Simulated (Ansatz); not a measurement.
C2H4AlFO (`C=C[O][AlH][F]`), relaxed with RKS PBE-D4/def2-SVP in Ansatz 0.2.0 from a rough embedded geometry. The force threshold is 0.03 eV/Å; the program also tests the step.

Total charge 0; spin multiplicity 1.

Start:

```xyz
9

C    -1.035   -1.693   -0.100
C    -0.537   -0.536    0.240
O     0.481   -0.004   -0.499
Al    1.236    1.750   -0.197
F     2.518    2.372   -1.173
H    -0.595   -2.303   -0.886
H    -1.795   -2.149    0.521
H    -0.917    0.040    1.065
H     0.645    2.523    1.028
```

By how much does the energy fall, and how many steps does the optimiser take? (Best estimate.)

Computed: 13.90 kcal/mol, in 9 steps.

Which bonds change most? (An estimate is asked.)

The calculation gave: O3–Al4 from 1.934 to 1.713 Å; Al4–F5 from 1.728 to 1.670 Å; C1–C2 from 1.304 to 1.345 Å; C2–H8 from 1.075 to 1.109 Å.

Give the relaxed structure. (An estimate is asked.)

The calculation gave: 
```xyz
9

C    -0.957   -1.729   -0.136
C    -0.574   -0.517    0.304
O     0.407    0.211   -0.281
Al    1.190    1.728   -0.140
F     2.389    2.016   -1.266
H    -0.478   -2.191   -1.012
H    -1.760   -2.268    0.384
H    -1.058   -0.054    1.188
H     0.841    2.804    0.958
```
